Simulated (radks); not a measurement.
Species: the osmium ion Os3+. Configuration: [Xe] 4f14 5d5.

Method: scalar-relativistic Kohn-Sham, PBEsol, spin-polarised, spherical densities, point nucleus; open shells are filled with parallel spins first (spin-orbit coupling, left out, can overturn this in heavy ions); computed with a radial shooting solver on a logarithmic mesh with Libxc functionals.

Energy parts (eV):
part                       energy
total                  -469316.12
kinetic                 520266.45
electron-nucleus      -1161173.67
Hartree                 180639.67
exchange-correlation     -9048.57

Orbitals (lengths in bohr, moments of r in powers of bohr):
| orbital | occ. | eigenvalue (eV) | <r> |
|---|---|---|---|
| 1s down | 1 | -73884.84 | 0.01773 |
| 1s up | 1 | -73884.83 | 0.01773 |
| 2s up | 1 | -12893.43 | 0.07490 |
| 2s down | 1 | -12893.12 | 0.07490 |
| 2p up | 3 | -11231.12 | 0.06729 |
| 2p down | 3 | -11230.86 | 0.06729 |
| 3s up | 1 | -3023.766 | 0.1939 |
| 3s down | 1 | -3023.649 | 0.1939 |
| 3p up | 3 | -2535.799 | 0.1946 |
| 3p down | 3 | -2535.669 | 0.1946 |
| 3d up | 5 | -1990.819 | 0.1762 |
| 3d down | 5 | -1990.599 | 0.1762 |
| 4s up | 1 | -662.0576 | 0.4319 |
| 4s down | 1 | -661.7624 | 0.4319 |
| 4p up | 3 | -502.0088 | 0.4596 |
| 4p down | 3 | -501.7276 | 0.4595 |
| 4d up | 5 | -303.4553 | 0.4892 |
| 4d down | 5 | -303.1210 | 0.4890 |
| 5s up | 1 | -123.1723 | 1.007 |
| 5s down | 1 | -120.6482 | 0.9985 |
| 4f up | 7 | -82.8681 | 0.5579 |
| 5p up | 3 | -82.5080 | 1.164 |
| 4f down | 7 | -82.2870 | 0.5539 |
| 5p down | 3 | -79.2621 | 1.153 |
| 5d up | 5 | -36.4721 | 1.599 |
| 5d down | 0 | -32.5107 | 1.608 |

The highest occupied level is 5d up at -36.472 eV. Summed over all electrons, <r^2> = 36.80 bohr^2, which gives a Langevin (diamagnetic) susceptibility term of -29.1 x 10^-6 cm^3/mol. For comparison, the ionisation energy in NIST's Atomic Spectra Database is 41 eV (theoretical). In exact Kohn-Sham theory the highest level is minus the ionisation energy, but local and semilocal functionals leave it too shallow, through self-interaction and a potential that decays too fast; potentials with the right tail come closer.
